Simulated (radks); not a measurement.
The numbers below are computed, except where a source is named.
Species: the gallium ion Ga24+. Configuration: [He] 2s2 2p3.

Code: a radial shooting solver on a logarithmic mesh with Libxc functionals. Model: scalar-relativistic Kohn-Sham, LDA (Slater exchange, VWN5 correlation), spin-polarised, spherical densities, finite nucleus; open shells are filled with parallel spins first; Fermi nuclear charge, rms radius 3.9973 fm.

Energy parts (eV):
total: -39346.780
kinetic: 40182.061
electron-nucleus: -83049.734
Hartree: 4477.531
exchange-correlation: -956.639

Orbitals (lengths in bohr, moments of r in powers of bohr):
orbital,occ.,eigenvalue (eV),<1/r>
1s up,1,-11625.95,31.30
1s down,1,-11604.03,31.34
2s up,1,-2469.973,7.263
2s down,1,-2436.488,7.206
2p up,3,-2348.852,7.114
2p down,0,-2308.368,7.071
3s up,0,-1008.096,3.033
3s down,0,-1000.002,3.010
3p up,0,-969.9950,2.974
3p down,0,-960.6275,2.952

The highest occupied level is 2p up at -2348.9 eV. Spin moment in Bohr magnetons: 3. The density falls to 0.001 e/bohr^3 at r = 0.69 bohr. For comparison, the ionisation energy in NIST's Atomic Spectra Database is 2391 eV (semi-empirical). In exact Kohn-Sham theory the highest level is minus the ionisation energy, but local and semilocal functionals leave it too shallow, through self-interaction and a potential that decays too fast; potentials with the right tail come closer. Summed over all electrons, <r^2> = 0.2214 bohr^2, which gives a Langevin (diamagnetic) susceptibility term of -0.175 x 10^-6 cm^3/mol. The spin density at the nucleus is -9.16 e/bohr^3 (1s -33.61, 2s 24.45).
